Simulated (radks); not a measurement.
Task: All-electron atom: Sm in [Xe] 4f4.5 6s2 6p1.5 (fractional occupations, a model configuration). Method: scalar-relativistic Kohn-Sham, LDA (Slater exchange, Perdew-Wang correlation), spin-unpolarised, spherical densities, point nucleus; computed with a radial shooting solver on a logarithmic mesh with Libxc functionals. Some entries of the table are withheld. Estimate them.

| orbital | occ. | eigenvalue (Ry) | <r> (bohr) | <r^2> (bohr^2) |
|---|---|---|---|---|
| 1s | 2 | -3428.683 | 0.02276 | 0.0007057 |
| 2s | 2 | -561.3354 | 0.09708 | 0.01112 |
| 2p | 6 | (1) | 0.08551 | 0.008924 |
| 3s | 2 | -123.9434 | 0.2553 | 0.07444 |
| 3p | 6 | -105.1040 | 0.2535 | (2) |
| 3d | 10 | -79.53540 | 0.2311 | 0.06284 |
| 4s | 2 | -25.53158 | 0.5782 | 0.3773 |
| 4p | 6 | -19.31861 | 0.6115 | 0.4253 |
| 4d | 10 | -10.59544 | 0.6660 | 0.5142 |
| 5s | 2 | -3.93537 | 1.366 | 2.095 |
| 5p | 6 | -2.36241 | 1.576 | 2.810 |
| 4f | 4.5 | -1.20069 | 0.8825 | 0.9974 |
| 6s | 2 | -0.45892 | 3.639 | 14.94 |
| 6p | 1.5 | -0.19739 | 4.785 | 26.06 |

Result: 
(1) 2p eigenvalue (Ry): -501.0666
(2) 3p <r^2> (bohr^2): 0.07450
